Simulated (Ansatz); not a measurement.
Gas-phase electronic energies from Ansatz, PBE0-D4/def2-TZVP geometries. CCSD(T)/CBS is the MP2 limit (def2-TZVPP, def2-QZVPP) plus CCSD(T) − MP2 in def2-TZVPP, frozen cores. def2 core potentials past Kr. For I outer-core shells are correlated without core-valence functions, which leaves a few kJ/mol of doubt a bond. Each species was taken in one conformer, which may not be the lowest.

`Cl[Si](Cl)(Cl)I` + `O[Si](F)(F)F` → `F[Si](F)(F)O[Si](Cl)(Cl)Cl` + HI  (ligand exchange at the Si–I bond)

```json
{"species": "`Cl[Si](Cl)(Cl)I`", "CCSD(T)/CBS(def2) energy (Eh)": "-1966.04944"}
{"species": "`O[Si](F)(F)F`", "CCSD(T)/CBS(def2) energy (Eh)": "-664.50577"}
{"species": "`F[Si](F)(F)O[Si](Cl)(Cl)Cl`", "CCSD(T)/CBS(def2) energy (Eh)": "-2332.53479"}
{"species": "HI", "CCSD(T)/CBS(def2) energy (Eh)": "-298.03592"}
```

**Question.** Work out ΔE.

**Answer.** ΔE = (-2332.53479) + (-298.03592) − (-1966.04944) − (-664.50577) = -0.01550 Eh = -9.7 kcal/mol.

Largest T1 diagnostic among the species: 0.011.

From BLYP to BHLYP (50 % exact exchange), in def2-TZVPP and without D4, ΔE moves by −3.4 kcal/mol. In def2-TZVPP, CCSD(T) changes the Hartree–Fock value by +3.9 kcal/mol (the triples alone add +1.0 kcal/mol) and MP2 by +7.1 kcal/mol. Leaving LDA and LC-ωPBE aside and taking each functional with its dispersion term where it has one, the values, not all of them listed here, spread over 7.1 kcal/mol, from CAM-B3LYP-D4 to PBE-D4. LDA lies −1.7 kcal/mol from PBE without D4.
